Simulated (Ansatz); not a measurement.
ClF2HfI (`[F][Hf]([F])([Cl])[I]`) from Hartree–Fock to CCSD(T)

Cartesian coordinates in Å:
```
F 0.3513 0.5285 1.8570
Hf -0.0967 0.0405 0.0940
F -1.8465 -0.6558 0.1073
Cl -0.0332 1.9297 -1.2644
I 1.6251 -1.8429 -0.7939
```

Charge 0, multiplicity 1. Correlated methods include outer-core shells of Hf, I, which these sets cover unevenly. Hf, I takes the def2 core potential. All single points use the PBE0-D4/def2-TZVP geometry. Frozen core, restricted reference, Ansatz.

```
     basis      HF (Eh)  MP2 corr.  CCSD corr.       (T)  CCSD(T) total
  def2-SVP            ?          ?           ?  -0.02227              ?
def2-TZVPP            ?   -1.49744    -1.47164  -0.04911              ?
def2-QZVPP  -1002.99295   -1.78478           –         –              –
```

**Question.** Fill in the withheld values. (An estimate is asked.)

**Answer.** The calculation gave: def2-SVP HF (Eh): -1002.52591; def2-SVP MP2 corr.: -0.84097; def2-SVP CCSD corr.: -0.85283; def2-SVP CCSD(T) total: -1003.40101; def2-TZVPP HF (Eh): -1002.96893; def2-TZVPP CCSD(T) total: -1004.48968.
